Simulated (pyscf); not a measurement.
## Cl–CH₂–CH₂–B(Cl)–Cl, singlet

Gas-phase minimum from PySCF at ωB97X-D3(BJ)/def2-SVP, one conformer. 

SMILES: ClB(Cl)CCCl
```xyz
10

Cl     1.4473    -0.3706     1.4041
C      0.4433     0.0546    -0.0150
C     -1.0379    -0.0531     0.3061
B     -2.0235     0.2963    -0.8630
Cl    -3.7540     0.2107    -0.6053
Cl    -1.4488     0.7786    -2.4483
H      0.7193     1.0753    -0.3124
H      0.7308    -0.6239    -0.8295
H     -1.2924     0.5976     1.1620
H     -1.2810    -1.0739     0.6523
```

Bond lengths (Å): Cl1–C2 1.790, C2–C3 1.519, C2–H7 1.098, C2–H8 1.098, C3–B4 1.568, C3–H9 1.105, C3–H10 1.105, B4–Cl5 1.752, B4–Cl6 1.754. Angles (°): Cl1–C2–C3 111.3, Cl1–C2–H7 107.1, Cl1–C2–H8 107.1, C3–C2–H7 111.6, C3–C2–H8 111.6, H7–C2–H8 107.9, C2–C3–B4 116.1, C2–C3–H9 110.3, C2–C3–H10 110.3, B4–C3–H9 107.5, B4–C3–H10 107.5, H9–C3–H10 104.5, C3–B4–Cl5 120.0, C3–B4–Cl6 121.9 (the first ones only).

Properties at ωB97X-D3(BJ)/def2-SVP:

```json
{
  "harmonic_wavenumbers_unscaled": "43, 89, 109, 214, 315, 347, 397, 602, 713, 783, 920, 985, 1079, 1099, 1131, 1272, 1293, 1369, 1426, 1481, 3076, 3122, 3127, 3197 cm⁻¹",
  "zero_point_energy": "40.3 kcal/mol",
  "rotational_symmetry_number": "1",
  "Entropy of this conformer at 298 K and 1 atm, rigid rotor and harmonic oscillator, modes under 100 cm⁻¹ raised to 100": "367.5 J/(mol K)",
  "dipole_moment": "0.76 D"
}
```

Single-point totals, which compare only within one level:

```tsv
level	total energy (hartree)
ωB97X-D3(BJ)/def2-TZVP	-1484.32701
PBE/def2-TZVP	-1483.52965
r²SCAN/def2-TZVP	-1484.08810
B3LYP-D3(BJ)/def2-TZVP	-1484.30947
PBE0-D3(BJ)/def2-TZVP	-1483.66914
M06-2X/def2-TZVP	-1484.15239
ωB97M-D3(BJ)/def2-TZVP	-1484.43016
```

The lowest mode is so soft that the shape along it may change with the basis. Soft torsions are taken as harmonic, which can shift the entropy by several J/(mol K).
